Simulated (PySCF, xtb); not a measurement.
hexafluorobutadiene (C4F6), SMILES C(C(=C(F)F)F)(F)=C(F)F.

Geometry: B3LYP-D3(BJ)/def2-SVP. The values are those of a single conformer.

The numbers are results of C-PCM-PBE0/def2-SVP in PySCF 2.14.0, not measurements.

The values are the electrostatic part of the solvation free energy, E(continuum) − E(gas) at the gas-phase geometry, in a cavity of scaled van der Waals radii (PySCF's table); cavitation and dispersion terms are not included. In vacuum the orbital gap is 5.84 eV. The dipole moment in vacuum is 0.00 D.

| solvent | ε | ΔG(elec) (kcal/mol) | dipole (D) | gap (eV) |
|---|---|---|---|---|
| water | 78.36 | -1.6 | 0.00 | 5.85 |
| ethylethanoate | 5.99 | -1.3 | 0.00 | 5.85 |
| toluene | 2.37 | -0.9 | 0.00 | 5.85 |

For comparison, GFN2-xTB/ALPB(water) (xtb, at the GFN2-xTB geometry, all terms of that model) gives 1.1 kcal/mol.
